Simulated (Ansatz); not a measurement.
Mg5S4I2⁺. The state is a doublet with charge 1. Geometry PBE-D4/def2-SVP, that of the neutral singlet; atoms count from 1.

```xyz
11

Mg   -1.292   -1.716    1.171
Mg    2.281   -0.822    0.324
Mg    0.019   -1.532   -1.538
Mg   -2.057    1.128   -0.148
Mg    1.053    1.907   -0.885
S     0.808   -2.705    0.551
S    -2.293   -1.152   -0.975
S     1.907   -0.100   -1.971
S    -0.961    3.051   -0.831
I    -2.050    0.391    2.701
I     2.584    1.551    1.602
```

In the def2 sets I takes a core potential; there is no spin–orbit coupling. Single mean-field runs in def2-TZVP are fitted with def2-universal-jkfit.

Q: Estimate the Mulliken populations from the PBE0/def2-TZVP orbitals of Ansatz.

A: 
| atom | charge (e) | spin (α − β) |
| --- | --- | --- |
| Mg1 | 0.83 | 0.00 |
| Mg2 | 0.83 | 0.00 |
| Mg3 | 0.83 | 0.00 |
| Mg4 | 0.82 | -0.03 |
| Mg5 | 0.82 | -0.03 |
| S6 | -0.74 | 0.00 |
| S7 | -0.71 | 0.02 |
| S8 | -0.71 | 0.02 |
| S9 | -0.33 | 0.94 |
| I10 | -0.32 | 0.03 |
| I11 | -0.32 | 0.03 |
Mulliken values depend strongly on the basis.

Q: Where does the spin sit?

A: Summed by element: Mg -0.05, S 0.99, I 0.06, of 1 unpaired in all. Largest on single atoms: S9 0.94, I10 0.03, I11 0.03.

Q: And the Mayer bond orders between heavy atoms (over 0.3)?

A: Mg1–S6 0.73 (2.40 Å); Mg1–S7 0.55 (2.43 Å); Mg1–I10 0.61 (2.71 Å); Mg2–S6 0.73 (2.40 Å); Mg2–S8 0.55 (2.43 Å); Mg2–I11 0.61 (2.71 Å); Mg3–S6 0.52 (2.52 Å); Mg3–S7 0.67 (2.41 Å); Mg3–S8 0.67 (2.41 Å); Mg4–S7 0.79 (2.44 Å); Mg4–S9 0.63 (2.32 Å); Mg4–I10 0.56 (2.94 Å); Mg5–S8 0.79 (2.44 Å); Mg5–S9 0.63 (2.32 Å); Mg5–I11 0.56 (2.94 Å).
